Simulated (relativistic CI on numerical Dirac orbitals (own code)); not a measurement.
# Radial parameters of Os43+

Calculated at this level of theory: Dirac-Coulomb-Breit CI, separate exchange-only KLI orbitals for each configuration, model QED, unscaled Slater integrals (own radial code, finite nucleus).

Slater integrals F^k, G^k are unscaled and averaged over j, outside the closed core [Ar] 3d10; ζ comes from projecting the Hamiltonian with its Breit term on Σ l·s of the shell.

- 4s2 4p3: F^2(4p,4p) = 258900, ζ(4p) = 594750 cm⁻¹; <r>(4p) = 0.3926, <r^2>(4p) = 0.1746 (bohr units).
- 4s 4p4: F^2(4p,4p) = 258860, G^1(4s,4p) = 338700, ζ(4p) = 594410 cm⁻¹; <r>(4s) = 0.3831, <r^2>(4s) = 0.1651, <r>(4p) = 0.3927, <r^2>(4p) = 0.1747 (bohr units).
- 4s2 4p2 4d: F^2(4p,4p) = 258830, ζ(4p) = 595470, F^2(4p,4d) = 255560, G^1(4p,4d) = 314680, G^3(4p,4d) = 202430, ζ(4d) = 75065 cm⁻¹; <r>(4p) = 0.3927, <r^2>(4p) = 0.1747, <r>(4d) = 0.3898, <r^2>(4d) = 0.1737 (bohr units).

Averages of the first 10 configurations, taken without configuration mixing, which lowers the lowest level and can move excited configurations by several eV; other configurations of the list can lie among them:

| Configuration | Parity | States | Average energy above the lowest level (eV) |
| --- | --- | --- | --- |
| 4s2 4p3 | odd | 20 | 113.6 |
| 4s 4p4 | even | 30 | 297.4 |
| 4s2 4p2 4d | even | 150 | 331.0 |
| 4p5 | odd | 6 | 492.8 |
| 4s 4p3 4d | odd | 400 | 509.8 |
| 4s2 4p2 4f | odd | 210 | 528.8 |
| 4s 4p3 4f | even | 560 | 707.9 |
| 4p4 4d | even | 150 | 700.1 |
| 4s 4p2 4d2 | even | 1350 | 725.5 |
| 4s2 4p 4d 4f | even | 840 | 747.0 |
